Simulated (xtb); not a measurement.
xtb input (GFN2-xTB):

```bash
xtb mol.xyz --gfn 2 --ohess tight --chrg 0 --uhf 0
```
mol.xyz:
```
6

Si     0.29278794    -0.08715750    -0.02008807
Br    -0.03079340    -1.68946260     1.56394791
Br     0.55716827     1.92951350     1.09503437
Br     2.13936525    -0.51802458    -1.24959632
O     -1.11280042     0.07116305    -1.02149814
H     -1.87879548     0.29941269    -0.42870812
```

Output:

```
           -------------------------------------------------
          |                Calculation Setup                |
           -------------------------------------------------

           -------------------------------------------------
          |                 G F N 2 - x T B                 |
           -------------------------------------------------

        Reference                      10.1021/acs.jctc.8b01176
      * Hamiltonian:
        H0-scaling (s, p, d)           1.850000    2.230000    2.230000
        zeta-weighting                 0.500000
      * Dispersion:
        s8                             2.700000
        a1                             0.520000
        a2                             5.000000
        s9                             5.000000
      * Repulsion:
        kExp                           1.500000    1.000000
        rExp                           1.000000
      * Coulomb:
        alpha                          2.000000
        third order                    shell-resolved
        anisotropic                    true
        a3                             3.000000
        a5                             4.000000
        cn-shift                       1.200000
        cn-exp                         4.000000
        max-rad                        5.000000

          ...................................................
          :                      SETUP                      :
          :.................................................:
          :  # basis functions                  45          :
          :  # atomic orbitals                  41          :
          :  # shells                           15          :
          :  # electrons                        32          :
          :  max. iterations                   250          :
          :  Hamiltonian                  GFN2-xTB          :
          :  restarted?                      false          :
          :  GBSA solvation                  false          :
          :  PC potential                    false          :
          :  electronic temp.          300.0000000     K    :
          :  accuracy                    1.0000000          :
          :  -> integral cutoff          0.2500000E+02      :
          :  -> integral neglect         0.1000000E-07      :
          :  -> SCF convergence          0.1000000E-05 Eh   :
          :  -> wf. convergence          0.1000000E-03 e    :
          :  Broyden damping             0.4000000          :
          :  net charge                          0          :
          :  unpaired electrons                  0          :
          ...................................................

 iter      E             dE          RMSdq      gap      omega  full diag
   1    -18.5049899 -0.185050E+02  0.869E+00    6.27       0.0  T
   2    -18.5523089 -0.473190E-01  0.658E+00    4.78       1.0  T
   3    -18.6943263 -0.142017E+00  0.341E+00    5.70       1.0  T
   4    -18.7087395 -0.144132E-01  0.252E+00    5.04       1.0  T
   5    -18.7349458 -0.262064E-01  0.114E+00    5.29       1.0  T
   6    -18.7298606  0.508524E-02  0.117E+00    5.47       1.0  T
[...]

 * 5 selected distances

     #   Z          #   Z                                           value/Å
     1  14 Si       2  35 Br                                      2.2080596
     1  14 Si       3  35 Br                                      2.2083264 (max)
     1  14 Si       4  35 Br                                      2.1901782
     1  14 Si       5   8 O                                       1.6023380
     5   8 O        6   1 H                                       0.9529972 (min)

 * 3 distinct bonds (by element types)

   Z      Z             #   av. dist./Å        max./Å        min./Å
   1 H    8 O           1     0.9529972     0.9529972     0.9529972
   8 O   14 Si          1     1.6023380     1.6023380     1.6023380
  14 Si  35 Br          3     2.2021880     2.2083264     2.1901782

           -------------------------------------------------
          |               Frequency Printout                |
           -------------------------------------------------
 projected vibrational frequencies (cm⁻¹)
eigval :       -0.00    -0.00    -0.00     0.00     0.00     0.00
Molecule has the following symmetry elements: (sigma)
It seems to be the Cs point group
eigval :       81.70    85.99   134.78   182.02   188.76   234.01
eigval :      305.72   476.74   490.53   711.96   957.27  3650.15
 reduced masses (amu)
   1: 71.33   2: 71.15   3: 76.96   4: 77.14   5: 67.57   6: 70.54   7: 71.26   8: 72.67
   9: 60.29  10: 26.19  11: 30.37  12:  9.22  13: 51.53  14: 36.29  15: 35.18  16:  4.72
  17: 20.12  18:  1.90
 IR intensities (km·mol⁻¹)
   1:  0.62   2:  0.01   3:  0.94   4:  0.43   5:  0.61   6:  0.12   7: 14.95   8:  9.67
   9: 23.11  10:  3.89  11: 39.40  12:132.81  13: 13.37  14: 85.37  15: 42.57  16:298.29
  17:156.31  18: 27.59
 Raman intensities (Ä⁴*amu⁻¹)
   1:  0.00   2:  0.00   3:  0.00   4:  0.00   5:  0.00   6:  0.00   7:  0.00   8:  0.00
   9:  0.00  10:  0.00  11:  0.00  12:  0.00  13:  0.00  14:  0.00  15:  0.00  16:  0.00
  17:  0.00  18:  0.00
 output can be read by thermo (or use thermo option).
 writing <g98.out> molden fake output.
 recommended (thermochemical) frequency scaling factor: 1.0
           -------------------------------------------------
          |             Thermodynamic Functions             |
           -------------------------------------------------

cs  symmetry found (for desy threshold:  0.10E+00) used in thermo

          ...................................................
          :                      SETUP                      :
          :.................................................:
          :  # frequencies                          12      :
          :  # imaginary freq.                       0      :
          :  linear?                             false      :
          :  only rotor calc.                    false      :
          :  symmetry                               cs      :
          :  rotational number                       1      :
          :  scaling factor                  1.0000000      :
          :  rotor cutoff                   50.0000000 cm⁻¹ :
          :  imag. cutoff                  -20.0000000 cm⁻¹ :
          :.................................................:

    mode    ω/cm⁻¹     T·S(HO)/kcal·mol⁻¹    T·S(FR)/kcal·mol⁻¹   T·S(vib)
   ------------------------------------------------------------------------
       1     81.70    -1.14774 ( 87.70%)    -0.91099 ( 12.30%)    -1.11862
       2     85.99    -1.11787 ( 89.74%)    -0.89586 ( 10.26%)    -1.09509
       3    134.78    -0.85769 ( 98.14%)    -0.76275 (  1.86%)    -0.85593
       4    182.02    -0.68800 ( 99.43%)    -0.67374 (  0.57%)    -0.68792
       5    188.76    -0.66784 ( 99.51%)    -0.66297 (  0.49%)    -0.66782
       6    234.01    -0.55096 ( 99.79%)    -0.59931 (  0.21%)    -0.55106
   ------------------------------------------------------------------------

   temp. (K)  partition function   enthalpy   heat capacity  entropy
                                   cal/mol     cal/K/mol   cal/K/mol   J/K/mol
 298.15  VIB   133.                 3085.599     16.570     19.882
         ROT  0.152E+07              888.752      2.981     31.269
         INT  0.202E+09             3974.352     19.551     51.151
         TR   0.465E+28             1481.254      4.968     42.818
         TOT                        5455.6056    24.5188    93.9694   393.1679

       T/K    H(0)-H(T)+PV         H(T)/Eh          T*S/Eh         G(T)/Eh
   ------------------------------------------------------------------------
    298.15    0.869406E-02    0.257795E-01    0.446479E-01   -0.188684E-01
   ------------------------------------------------------------------------

         :::::::::::::::::::::::::::::::::::::::::::::::::::::
         ::                  THERMODYNAMIC                  ::
         :::::::::::::::::::::::::::::::::::::::::::::::::::::
         :: total free energy         -18.742878165368 Eh   ::
         ::.................................................::
         :: total energy              -18.724009778813 Eh   ::
         :: zero point energy           0.017085438299 Eh   ::
         :: G(RRHO) w/o ZPVE           -0.035953824854 Eh   ::
         :: G(RRHO) contrib.           -0.018868386555 Eh   ::
Note: The following floating-point exceptions are signalling: IEEE_DENORMAL
normal termination of xtb
         :::::::::::::::::::::::::::::::::::::::::::::::::::::

optimized geometry written to: xtbopt.xyz

           -------------------------------------------------
          | TOTAL ENERGY              -18.724009778813 Eh   |
          | TOTAL ENTHALPY            -18.698230279613 Eh   |
          | TOTAL FREE ENERGY         -18.742878165368 Eh   |
          | GRADIENT NORM               0.000248288532 Eh/α |
          | HOMO-LUMO GAP               6.085724981759 eV   |
           -------------------------------------------------

------------------------------------------------------------------------
------------------------------------------------------------------------
 total:
 SCF:
 ANC optimizer:
 analytical hessian:
```
